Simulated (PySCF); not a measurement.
C2H6Se2.

```xyz
10

Se     0.0984    -0.5789     0.8788
C     -0.4155    -1.8381    -0.5650
C     -1.7178    -1.4921    -1.2652
H     -0.4763    -2.8030    -0.0339
H      0.4306    -1.8947    -1.2647
H     -1.6495    -0.5064    -1.7510
H     -2.5597    -1.4674    -0.5567
H     -1.9435    -2.2378    -2.0464
Se     0.4064     1.3942    -0.3688
H      1.8331     1.1717    -0.7046
```
Charge 0, spin multiplicity 1.

Geometry optimised at B3LYP-D3(BJ)/def2-SVP. Other conformers were not sampled.

Calculation: B3LYP/pcSseg-1 (PySCF). Non-relativistic, no solvent.

Computed absolute GIAO shielding of each atom: isotropic value and principal components (ppm):
```csv
atom,σ(iso),σ11,σ22,σ33,span
Se1,1232.7,920.5,1102.6,1675.1,754.5
C2,139.0,123.7,129.4,163.9,40.3
C3,161.5,140.5,164.0,180.2,39.7
H4,29.1,23.0,27.1,37.3,14.2
H5,28.8,22.8,28.2,35.5,12.8
H6,29.4,23.9,31.3,33.0,9.0
H7,30.3,26.1,28.3,36.4,10.3
H8,29.9,24.9,26.8,38.0,13.1
Se9,1634.1,1235.2,1504.5,2162.6,927.4
H10,28.4,18.0,25.0,42.1,24.1
```
